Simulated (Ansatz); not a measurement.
C2H3AlFN, SMILES `C#[C][Al]([NH2])[F]`, relaxed with RKS PBE0-D4/def2-TZVP in Ansatz from a PBE-D4/def2-SVP geometry. The force threshold is 0.005 eV/Å; the program also tests the step.

The species carries charge 0 and has multiplicity 1.

Start:

```xyz
8

C    -0.807   -1.452   -1.943
C    -0.262   -0.655   -1.178
Al    0.556    0.588    0.009
N     0.128    0.656    1.723
F     1.717    1.654   -0.564
H    -1.287   -2.152   -2.617
H     0.527    1.303    2.405
H    -0.571    0.058    2.167
```

(1) How much energy does the relaxation release, and in how many steps? (Estimate.)

(2) Which bonds change most? (An estimate is asked.)

(3) Give the relaxed structure. (Best estimate.)

## Answers

(1) Ansatz gave: 1.40 kcal/mol, in 6 steps.

(2) Ansatz gave: Al3–F5 from 1.677 to 1.646 Å; C1–C2 from 1.232 to 1.209 Å; Al3–N4 from 1.768 to 1.751 Å; C1–H6 from 1.083 to 1.067 Å.

(3) Computed: 
```xyz
8

C    -0.798   -1.433   -1.919
C    -0.268   -0.643   -1.173
Al    0.551    0.588    0.009
N     0.124    0.653    1.705
F     1.695    1.626   -0.560
H    -1.264   -2.129   -2.580
H     0.523    1.283    2.381
H    -0.563    0.056    2.136
```
